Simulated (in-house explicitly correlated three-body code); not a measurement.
Computed with an exponentially correlated three-body code. Model: two electrons around a point charge, non-relativistic, variational in 260 exponentially correlated functions (energies converged to about 1e-7 hartree, or 1e-8 relative for large Z).

For this charge the correlation energy is taken as exact minus Hartree-Fock, from which it differs by microhartrees, and the kinetic parts follow from it.

The wave function depends on r1, r2 and r12, so the cusp where the electrons meet is built in. Binding is counted against the one-electron ion, and the quantum defect is n less (Z − 1)/√(2 × binding).

Command:
```bash
python run_hyl.py task.json out
```
Settings (lengths in bohr, energies in hartree):
```
Z                      20
interaction_strength   1
functions              260
states_tried           13
```

Time taken, with all properties: 37 s on 1 thread of Arm Neoverse V2, with other jobs on the host.

**Those bound S and P states to n = 4 that converged, binding against the one-electron ion.**

Given: nuclear charge 20.

Computed: one-electron threshold -200 hartree.

```tsv
term	energy (hartree)	binding (eV)	quantum defect
1 1S	-387.657234	5106.4	0.019255
2 3S	-246.289088	1259.6	0.025308
2 3P	-245.559299	1239.7	0.0095554
2 1S	-245.477556	1237.5	0.0077674
2 1P	-244.95833	1223.4	-0.0037038
3 3S	?	?	?
3 3P	-220.178377	549.08	0.0091441
3 1S	-220.166294	548.75	0.0082482
3 1P	-220.015826	544.66	-0.0029759
4 3S	?	?	?
4 3P	-211.332271	308.37	0.0090147
4 1S	-211.328744	308.27	0.0083935
4 1P	-211.265802	306.56	-0.0027415
```

Question: What belongs in the row 3 3S?

Answer: energy (hartree): -220.380261; binding (eV): 554.58; quantum defect: 0.023994.

Question: What belongs in the row 4 3S?

Answer: energy (hartree): -211.415486; binding (eV): 310.63; quantum defect: 0.023588.

**Electric-dipole lines between converged S and P states, rate of the upper state's decay.**

```
s state  p state  p minus s (eV)  oscillator strength from s  rate (1/s)
   1 1S     2 1P            3883                     0.77818  1.6971e+14
   1 1S     3 1P          4561.8                     0.15428  4.6438e+13
   1 1S     4 1P          4799.9                     0.05721  1.9064e+13
   2 1S     2 1P          14.129                    0.025933  7.4878e+07
   2 1S     3 1P          692.85                     0.41101  2.8538e+12
   2 1S     4 1P          930.95                    0.099324  1.2451e+12
   3 1S     2 1P         -674.63                   -0.046804  9.2431e+11
   3 1S     3 1P          4.0944                    0.045095  1.0935e+07
   3 1S     4 1P          242.19                     0.45407  3.8525e+11
   4 1S     2 1P         -915.11                   -0.010358  3.7638e+11
   4 1S     3 1P         -236.39                    -0.10847    2.63e+11
   4 1S     4 1P          1.7127                     0.06285  2.6667e+06
   2 3S     2 3P          19.859                    0.035503  2.0251e+08
   2 3S     3 3P          710.51                     0.40084  2.9268e+12
   2 3S     4 3P               ?                           ?           ?
   3 3S     2 3P         -685.16                   -0.047335  9.6421e+11
   3 3S     3 3P          5.4935                    0.059521  2.5982e+07
   3 3S     4 3P               ?                           ?           ?
   4 3S     2 3P          -929.1                   -0.010359  3.8802e+11
   4 3S     3 3P         -238.45                    -0.11097  2.7379e+11
   4 3S     4 3P          2.2644                    0.082094  6.0883e+06
```

Question: What belongs in the row 2 3S 4 3P?

Answer: p minus s (eV): 951.22; oscillator strength from s: 0.09771; rate (1/s): 1.2788e+12.

Question: What belongs in the row 3 3S 4 3P?

Answer: p minus s (eV): 246.21; oscillator strength from s: 0.44308; rate (1/s): 3.8849e+11.

**Functionals on the exact density and self-consistent, errors are functional minus exact, hybrids only self-consistent, a dash where a self-consistent run leaves the top level unbound.**

```
       result  exchange error (millihartree)  correlation error (millihartree)  functional driven error (millihartree)  density driven error (millihartree)  self consistent total error (millihartree)  top level plus exact binding (eV)
B3LYP VWN-RPA                              -                                 -                                       -                                    -                                      161.78                              98.42
        M06-L                        -138.76                           -23.685                                 -162.45                              -2.3611                                     -164.81                             108.45
         PW91                         212.88                           -21.522                                  191.35                              -1.5254                                      189.83                             122.81
        wB97X                              -                                 -                                       -                                    -                                     -445.66                             97.027
         PBE0                              -                                 -                                       -                                    -                                      184.25                             92.723
         BLYP                              ?                                 ?                                       ?                                    ?                                           ?                                  ?
     LDA VWN5                              ?                                 ?                                       ?                                    ?                                           ?                                  ?
          PBE                         249.53                           -2.0813                                  247.45                              -1.4926                                      245.96                             124.01
      revTPSS                        -2.8797                           -4.9178                                 -7.7975                             -0.26683                                     -8.0644                              112.3
       PBEsol                         772.06                           -16.687                                  755.38                              -1.5161                                      753.86                             130.26
         BP86                         100.27                           -96.559                                  3.7058                              -1.1386                                      2.5672                             121.63
         SCAN                        -3.9147                            1.1438                                 -2.7709                             -0.31555                                     -3.0865                             109.45
        HSE06                              -                                 -                                       -                                    -                                      170.66                             93.055
         OLYP                         69.676                           -3.7423                                  65.934                              -1.1726                                      64.761                             122.09
```

Question: What belongs in the row BLYP?

Answer: exchange error (millihartree): 100.27; correlation error (millihartree): -3.7423; functional driven error (millihartree): 96.523; density driven error (millihartree): -1.3278; self consistent total error (millihartree): 95.195; top level plus exact binding (eV): 122.24.

Question: What belongs in the row LDA VWN5?

Answer: exchange error (millihartree): 1743.4; correlation error (millihartree): -197.1; functional driven error (millihartree): 1546.3; density driven error (millihartree): -2.8115; self consistent total error (millihartree): 1543.5; top level plus exact binding (eV): 138.33.

**Density and exact potentials over r, pair density (one pair, times 4 pi r12^2) and exact minus Kohn-Sham pair density over r12.**

```tsv
radius (bohr)	radial density (electrons/bohr)	exchange potential (hartree)	intracule density (1/bohr)	Coulomb hole against Kohn-Sham (1/bohr)
0.002	0.22854	-19.668	0.014517	-0.0007206
0.00232	0.30361	-19.661	0.019533	-0.0009634
0.00268	0.39936	-19.652	0.026062	-0.001276
0.0031	0.52544	-19.641	0.034863	-0.001692
0.00359	?	?	?	?
0.00416	0.90697	-19.605	0.062718	-0.002979
0.00481	1.1814	-19.579	0.083772	-0.003926
0.00557	1.5369	-19.544	0.11219	-0.005176
0.00645	1.9897	-19.499	0.15014	-0.006803
0.00747	2.5623	-19.439	0.20084	-0.008908
0.00864	3.2714	-19.363	0.26767	-0.01158
0.01	4.1509	-19.263	0.35669	-0.015
0.0116	5.2401	-19.134	0.47647	-0.01936
0.0134	6.5083	-18.974	0.6297	-0.02461
0.0155	8.009	-18.77	0.83154	-0.03104
0.018	9.7774	-18.506	1.1013	-0.03887
0.0208	11.679	-18.189	1.4365	-0.04757
0.0241	13.751	-17.793	1.8686	-0.05728
0.0279	15.848	-17.315	2.403	-0.0672
0.0323	17.837	-16.744	3.0518	-0.07637
0.0373	?	?	?	?
0.0432	20.721	-15.31	4.6596	-0.08616
0.05	21.216	-14.438	5.5681	-0.08296
0.0579	20.83	-13.471	6.4565	-0.07194
0.0671	19.47	-12.422	7.2132	-0.05248
0.0776	17.23	-11.338	7.69	-0.02662
0.0899	14.266	-10.218	7.7641	0.002235
0.104	10.985	-9.1188	7.3415	0.02752
0.12	7.8176	-8.079	6.444	0.0434
0.139	4.9908	-7.078	5.1403	0.04715
0.161	2.8364	-6.1637	3.6738	0.03943
0.187	1.3882	-5.3309	2.284	0.02544
0.216	0.59837	-4.6244	1.2452	0.01258
0.25	0.21336	-3.9986	0.56548	0.004114
0.29	0.060565	-3.448	0.20577	0.0004498
0.336	0.013595	-2.9761	0.059207	-0.0003268
```

Question: What belongs in the row 0.00359?

Answer: radial density (electrons/bohr): 0.69101; exchange potential (hartree): -19.626; intracule density (1/bohr): 0.046737; Coulomb hole against Kohn-Sham (1/bohr): -0.002246.

Question: What belongs in the row 0.0373?

Answer: radial density (electrons/bohr): 19.511; exchange potential (hartree): -16.085; intracule density (1/bohr): 3.8002; Coulomb hole against Kohn-Sham (1/bohr): -0.08323.

The density-driven part is never positive, since each functional's own density lowers its energy. Here it is small beside the functional-driven part (median ratio 0.014), the normal case.
